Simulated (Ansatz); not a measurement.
Cost and result for the atomization energy of C8H18Cl2Si, SMILES `CC(C)(C)[Si](Cl)(Cl)C(C)(C)C` (29 atoms, 28 bonds).

```csv
atom,x (Å),y (Å),z (Å)
C1,2.1817,-0.3366,0.6706
C2,1.3493,0.9004,0.3297
C3,1.5963,1.3033,-1.1251
C4,1.7815,2.0546,1.2389
Si5,-0.4938,0.5700,0.6314
Cl6,-1.4956,2.3245,0.1824
Cl7,-0.7287,0.2426,2.6615
C8,-1.4055,-0.8355,-0.2578
C9,-2.8773,-0.7903,0.1632
C10,-0.8240,-2.1939,0.1377
C11,-1.3190,-0.6595,-1.7747
H12,1.9936,-0.6910,1.6869
H13,1.9957,-1.1621,-0.0192
H14,3.2462,-0.0867,0.5990
H15,0.9990,2.1704,-1.4157
H16,1.3812,0.4926,-1.8234
H17,2.6516,1.5704,-1.2502
H18,2.8425,2.2663,1.0654
H19,1.6571,1.8109,2.2956
H20,1.2205,2.9684,1.0319
H21,-3.4149,-1.6059,-0.3331
H22,-2.9969,-0.9187,1.2410
H23,-3.3554,0.1486,-0.1227
H24,0.2043,-2.3218,-0.2050
H25,-1.4222,-2.9888,-0.3215
H26,-0.8441,-2.3475,1.2189
H27,-1.9457,-1.4146,-2.2623
H28,-0.3018,-0.7924,-2.1482
H29,-1.6755,0.3223,-2.0952
```

The species carries charge 0 and has multiplicity 1. All single points use the PBE0-D4/def2-TZVP geometry. Program: Ansatz. All runs use 10 threads of an AMD EPYC 7R13 on a shared host and a whole NVIDIA H100 80 GB. Times are those of one run each, without the atoms' runs, and a repeat can differ threefold. Electronic energies, without spin–orbit coupling; frozen cores. CCSD(T)/CBS adds CCSD(T) − MP2 in def2-TZVPP to the MP2 limit, and its time is that of the two runs behind it. T1 = 0.009.

CCSD(T)/CBS is a level of theory with its own doubt, some kJ/mol a heavy atom from the limit and from the frozen cores, so smaller differences don't rank the functionals.

```
                           level  functions  wall time  atomization (kcal/mol)  difference from CCSD(T)/CBS  per bond
              BLYP-D4/def2-TZVPP        626      2.3 s                  2709.3                        -24.3      -0.9
            revPBE-D4/def2-TZVPP        626      2.4 s                  2724.2                         -9.4      -0.3
              PBE0-D4/def2-TZVPP        626      2.5 s                  2752.3                         18.7       0.7
         CAM-B3LYP-D4/def2-TZVPP        626      2.6 s                  2738.6                          5.0       0.2
           r2SCANh-D4/def2-TZVPP        626      2.8 s                  2732.2                         -1.4       0.0
               B97M-V/def2-TZVPP        626      3.5 s                  2742.5                          8.9       0.3
              ωB97X-V/def2-TZVPP        626      3.5 s                  2739.0                          5.4       0.2
             PBE-QIDH/def2-TZVPP        626      3.8 s                  2734.4                          0.8       0.0
                CCSD(T)/def2-SVP        256      4.1 s                  2621.2                       -112.4      -4.0
ωB97M-V/def2-TZVPP (with forces)        626      4.5 s                  2743.3                          9.7       0.3
                  MP2/def2-QZVPP       1206        7 s                  2744.8                         11.2       0.4
              CCSD(T)/def2-TZVPP        626       77 s                  2674.5                        -59.1      -2.1
               CCSD(T)/CBS(def2)          –       84 s                  2733.6                          0.0       0.0
```

From r2SCAN to r2SCAN0 (25 % exact exchange), in def2-TZVPP and without D4, the atomization energy moves by −22.1 kcal/mol: exact exchange takes away binding that semilocal exchange gives to molecules. The D4 term adds +38.0 kcal/mol with B3LYP and +20.9 kcal/mol with PBE0; it sums over pairs of atoms, weighted by their polarisabilities, and B3LYP, whose exchange is more repulsive, gets the larger term. At CCSD(T), def2-SVP lies −112.4 kcal/mol from the extrapolated value and def2-TZVPP −59.1 kcal/mol: correlation converges slowly with the basis, and small sets miss more of it in the bonded molecule than in its fragments.

B3LYP here is the variant with VWN-RPA as its local correlation; programs differ in this.
